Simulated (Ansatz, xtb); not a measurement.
**Two isomers of CH5FOSi**

Structure X: `C[Si@H](O)F`, a singlet. Structure Y: `CO[SiH2]F`, a singlet. Both are isolated molecules in the gas phase, relaxed with PBE0-D3(BJ)/def2-SVP; the shapes shown needn't be the lowest conformers.

X (Å):

```xyz
9

C    -0.5214   -1.2387   -0.8993
F    -0.6249   -1.4935    1.8888
O    -1.8900    0.6396    0.8833
Si   -1.5194   -0.9523    0.6408
H    -1.0656   -0.8909   -1.7909
H     0.4418   -0.7060   -0.8541
H    -0.3034   -2.3105   -1.0263
H    -2.8127   -1.6737    0.6608
H    -1.1692    1.2752    0.8565
```

Y (Å):

```xyz
9

C    -1.0270    0.7573    0.5543
F     0.4790    0.4111   -2.4863
O    -1.1891   -0.1884   -0.4699
Si   -0.0032   -0.7494   -1.4596
H    -0.1165    0.5703    1.1528
H    -1.8952    0.7020    1.2276
H    -0.9692    1.7818    0.1490
H    -0.5909   -1.8566   -2.2458
H     1.2003   -1.1318   -0.6700
```

Problem. Estimate E(Y) − E(X) at the level CCSD(T)/def2-TZVP.

Solution. Calculated at CCSD(T)/def2-TZVP: E(Y) − E(X) = +1.043 eV, so structure X lies lower.

Level by level:

| level | geometry | E(Y) − E(X) (eV) | departure from the last row (eV) | job, with rough time for the two |
| --- | --- | --- | --- | --- |
| GFN2-xTB | GFN2-xTB | −0.101 | −1.144 | optimisation, 0.099 s |
| HF/STO-3G | GFN2-xTB | +0.608 | −0.436 | single point, 0.12 s |
| r2SCAN-D4/def2-SVP | GFN2-xTB | +1.041 | −0.003 | single point, 0.88 s |
| PBE0-D3(BJ)/def2-SVP | PBE0-D3(BJ)/def2-SVP | +0.999 | −0.044 | optimisation, 14 s |
| HF/def2-TZVP | PBE0-D3(BJ)/def2-SVP | +0.919 | −0.124 | part of the CCSD(T) run |
| MP2/def2-TZVP | PBE0-D3(BJ)/def2-SVP | +1.109 | +0.066 | part of the CCSD(T) run |
| CCSD(T)/def2-TZVP | PBE0-D3(BJ)/def2-SVP | +1.043 |  | single point, 23 s |

As drawn, Y has 1 C–O, 1 Si–H in place of 1 C–Si, 1 O–H.

GFN2-xTB puts the two in the other order. The largest departure from CCSD(T)/def2-TZVP is that of GFN2-xTB, 1.144 eV.

With harmonic frequencies from PBE0-D3(BJ)/def2-SVP (ideal gas, rigid rotor, one conformer each, 400 K, 1 atm): on the last row, ΔE + ΔZPE = +1.048, ΔH = +1.031, ΔG = +1.026 eV.

The correlated steps freeze 8 core orbitals. Run with Ansatz 0.2.0, xtb 6.7.1; the last row on 2 threads of AMD EPYC 9B45 (Zen 5) on a shared host.
